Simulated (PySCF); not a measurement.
## Ionisation energy of Bi by level of theory

Bi [Xe] 4f14 5d10 6s2 6p3 (4S) → Bi⁺ [Xe] 4f14 5d10 6s2 6p2 (3P), as a difference of total energies. Calculation: PySCF 2.14, in def2-QZVPPD with the def2 core potential (60 electrons); a scalar-relativistic core potential. Correlated levels: valence: 5s2 5p6 5d10 frozen; valence and next inner shell: nothing frozen outside the core potential. The calculations carry no spin-orbit coupling.

| method | ionisation energy (eV) |
| --- | --- |
| UHF | 8.204 |
| LDA | 8.751 |
| PBE | 8.564 |
| PBE0 | 8.636 |
| r2SCAN | 8.759 |
| TPSS | 8.538 |
| LC-wPBE | 8.683 |
| wB97M-V | 8.518 |
| PW91 | 8.625 |
| MP2 (valence) | 8.580 |
| SCS-MP2 (valence) | 8.463 |
| MP2 (valence and next inner shell) | 8.764 |
| SCS-MP2 (valence and next inner shell) | 8.581 |

**Question.** How much does correlation contribute at MP2 (valence and next inner shell)?

**Answer.** 8.764 − (8.204) = 0.560 eV, measured against UHF.

Spin-orbit coupling is strong in these open shells (close to jj coupling). The scalar numbers leave it out and a first-order estimate fails, so it can dominate the gap to the real levels.

Errors of the correlated levels include the incompleteness of this basis and the frozen core.

For comparison: 7.286 eV (measured; NIST Atomic Spectra Database, ionization energies).
